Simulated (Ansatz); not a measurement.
Start from `O[SiH2][SiH2]F` and change one atom or group to get `O[SiH2][SiH2]CF`.

Ansatz, PBE0-D4/def2-TZVP geometries, multiplicity 1. Each molecule was computed in one conformer, which needn't be the lowest.

| property | `O[SiH2][SiH2]F` |
| --- | --- |
| size of the dipole moment (B3LYP/def2-TZVPP) / D | 2.15 |
| size of the dipole moment (ωB97M-V/def2-TZVPP) / D | 2.15 |
| LUMO energy (ωB97M-V/def2-TZVPP) / eV | 0.71 |
| LUMO energy (PBE/def2-TZVPP) / eV | -1.88 |
| HOMO–LUMO gap (PBE/def2-TZVPP) / eV | 5.08 |
| HOMO energy (ωB97M-V/def2-TZVPP) / eV | -10.25 |

What does the change do to each property? (Estimate.)

The calculation gave: 
```csv
property,`O[SiH2][SiH2]CF`,shift
size of the dipole moment (B3LYP/def2-TZVPP) / D,1.38,-0.77
size of the dipole moment (ωB97M-V/def2-TZVPP) / D,1.38,-0.77
LUMO energy (ωB97M-V/def2-TZVPP) / eV,1.00,0.29
LUMO energy (PBE/def2-TZVPP) / eV,-1.49,0.39
HOMO–LUMO gap (PBE/def2-TZVPP) / eV,5.02,-0.06
HOMO energy (ωB97M-V/def2-TZVPP) / eV,-9.85,0.40
```

With PBE0 the HOMO rises by 0.42 eV and the LUMO rises by 0.36 eV, so the gap narrows by about 0.06 eV. PBE moves the HOMO by 0.45 eV and ωB97M-V by 0.40 eV. Dipoles are sizes alone; their direction can turn.

B3LYP here is the variant with VWN-RPA as its local correlation; programs differ in this.
